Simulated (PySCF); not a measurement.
# [LiBr2]-: from structure and modes to constants

Method: PySCF, PBE0, basis Li def2-TZVPD, Br def2-TZVPD (no relativity, density fitting).

The singlet minimum has D∞h symmetry. Masses (u): Li 7.01600, Br 78.91834.

```xyz
3
charge -1 multiplicity 1, angstrom
Li    0.0000    0.0000    0.0000
Br    2.3149    0.0000    0.0000
Br   -2.3149    0.0000    0.0000
```

Harmonic wavenumbers (cm⁻¹): 127.0 (σg+, ×1), 154.9 (πu, ×2), 578.2 (σu+, ×1).

Question: Find the principal moments of inertia and the rotational constants. What kind of rotor is it?

Answer: About the centre of mass I = 845.8 u Å². With B = 16.8576/I this gives 0.01993 cm⁻¹. The molecule is linear.

Question: Give the standard entropy (298.15 K, 1 bar) by its translational, rotational, vibrational and spin parts, and Cp.

Answer: Sackur–Tetrode with M = 164.85 u gives 172.5; rotation with symmetry number 2 gives 79.5; vibration 36.4; spin R ln 1 = 0.0. The total is 288.4 J/(mol K), and Cp = 7/2 R + 28.4 = 57.5 J/(mol K).

Question: Find the bond force constant k and the stretch–stretch coupling k′ of the valence force field.

Answer: For linear XMX, 4π²c²ω(σg)² = (k + k′)/mX and 4π²c²ω(σu)² = (k − k′)(1 + 2mX/mM)/mX. So k + k′ = 0.749 and k − k′ = 0.662 mdyn/Å, giving k = 0.706 and k′ = 0.044 mdyn/Å.

This need not be the most stable arrangement of these atoms. The lowest empty level of this anion is unbound, so it and the gap depend on the basis.
